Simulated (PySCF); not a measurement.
Species: C3H4BF2N.
Z-matrix (Å and degrees, GFN2-xTB geometry), rows numbered from 1:
```
N 
C   1  1.2597
C   2  1.4574  1  127.10
C   3  1.3421  2  123.64  1   179.98
B   4  1.5486  3  123.09  2   179.99
F   5  1.3178  4  123.06  3   179.95
F   5  1.3199  4  122.66  3    -0.04
H   1  1.0207  2  114.86  3     0.01
H   2  1.0868  1  116.59  3  -179.98
H   3  1.0843  2  116.56  1    -0.02
H   4  1.0833  3  118.17  2     0.00
```

Vertical excitations from PySCF (density fitting, frozen core in the response, grid level 2 and gas phase unless stated; continuum runs use non-equilibrium linear response for the excitations) on a GFN2-xTB geometry. Reference run:

| settings | S1, eV (f) | S2, eV (f) | S3, eV (f) | S4, eV (f) | S5, eV (f) | S6, eV (f) | T1, eV (Tamm–Dancoff) | mean α (au) |
| --- | --- | --- | --- | --- | --- | --- | --- | --- |
| PBE0/def2-SVPD, full TDDFT, 6 singlets | 3.85 (0.002) | 5.72 (0.640) | 6.49 (0.000) | 6.83 (0.002) | 7.29 (0.001) | 7.34 (0.001) | 3.17 | 61.9 |

Task: What do these settings give: BLYP/cc-pVDZ, grid level 4, full TDDFT, 3 singlets?

Result: 
| settings | S1, eV (f) | S2, eV (f) | S3, eV (f) | S4, eV (f) | S5, eV (f) | S6, eV (f) | T1, eV (Tamm–Dancoff) | mean α (au) |
| --- | --- | --- | --- | --- | --- | --- | --- | --- |
| BLYP/cc-pVDZ, grid level 4, full TDDFT, 3 singlets | 3.22 (0.001) | 5.49 (0.532) | 5.88 (0.002) | – | – | – | 2.70 | 54.3 |

S1 moves by -0.63 eV; functional and basis change together, so the shift can't be laid on one. States are counted by energy in each run and needn't keep their character from row to row.

Task: Which orbital pairs make up S1 in each run, and how does it sit against the orbital gap?

Result: 
| settings | S1 configurations (weight) | S1 (eV) | orbital gap (eV) | S1 − gap (eV) |
| --- | --- | --- | --- | --- |
| PBE0/def2-SVPD, full TDDFT, 6 singlets | H→L 0.98 | 3.85 | 5.41 | -1.56 |
| BLYP/cc-pVDZ, grid level 4, full TDDFT, 3 singlets | H→L 0.99 | 3.22 | 2.99 | +0.23 |

One conformer stands for the species.
